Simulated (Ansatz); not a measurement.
The first iterations of a band of CH3ClZn + H (7 atoms, charge 0, multiplicity 2).

These are results of Ansatz, UHF/def2-SVP, not measurements.

| Item | Value |
| --- | --- |
| movable images | 2 |
| climbing image | yes |
| spring | 5.0 eV/Å² |
| optimiser | quadratic models (default) |
| start path | through a guess of the saddle point |
| force threshold | 0.05 eV/Å |
| iteration limit | 60 |
| end points | relaxed |

Initial state:

```xyz
7
Properties=species:S:1:pos:R:3
Zn 0.008 -0.013 -0.207
Cl 0.018 -0.029 1.944
C -0.001 0.001 -2.190
H 0.270 -0.978 -2.589
H -0.990 0.259 -2.574
H 0.712 0.732 -2.579
H -0.018 0.028 5.814
```

Final state:

```xyz
7
Properties=species:S:1:pos:R:3
Zn 0.000 0.000 -0.707
Cl -0.003 0.004 4.628
C 0.000 0.000 -2.772
H 0.275 -0.990 -3.144
H -0.995 0.257 -3.144
H 0.720 0.733 -3.144
H 0.002 -0.004 5.900
```

| iteration | highest image above the first end (eV) | largest band force component (eV/Å) |
| --- | --- | --- |
| 1 | 1.299 | 7.858 |
| 2 | 0.693 | 4.879 |
| 3 | 0.618 | 3.883 |
| 4 | 0.948 | 3.986 |

Task: Does the band converge within its limit, and where does its top end?

Result: It converged. It ended after 14 iterations with the highest image 1.446 eV above the first end. Neighbouring images differ by up to 1.4 eV, so the band resolves the path poorly. Another band between the same ends (7 images) ends at a top of the same energy, where a vibrational analysis finds 1 clearly imaginary mode. So few images can step over the top or miss a turn of the path.

The run took 38 s on 2 threads of Arm Neoverse V1, with other jobs on the host, peak memory 0.23 GiB.
